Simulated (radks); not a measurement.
Results of a calculation; reference values are marked as such.
Problem. The argon ion Ar+, 17 electrons, occupied as [Ne] 3s2 3p5 (the NIST ground configuration). Level of theory: scalar-relativistic Kohn-Sham, PBE, spin-polarised, spherical densities, finite nucleus; open shells are filled with parallel spins first; Fermi nuclear charge, rms radius 3.4274 fm (a radial shooting solver on a logarithmic mesh with Libxc functionals). Some entries of the table are withheld. Estimate them.

orbital  occ.  eigenvalue (eV)  r(max) (bohr)  <r^2> (bohr^2)
1s up       1        -3134.601        0.05606        0.009889
1s down     1        -3134.396        0.05606        0.009888
2s up       1        -310.9395         0.3385          0.2034
2s down     1        -310.7599         0.3386          0.2033
2p up       3        -243.9105         0.2808          0.1762
2p down     3        -243.6504         0.2809          0.1761
3s up       1         -37.2213          1.164           2.157
3s down     1         -36.0884          1.164           2.176
3p up       3              (1)          1.260             (2)
3p down     2              (3)          1.263             (4)

Solution. 
(1) 3p up eigenvalue (eV): -22.6053
(2) 3p up <r^2> (bohr^2): 2.828
(3) 3p down eigenvalue (eV): -21.5537
(4) 3p down <r^2> (bohr^2): 2.888
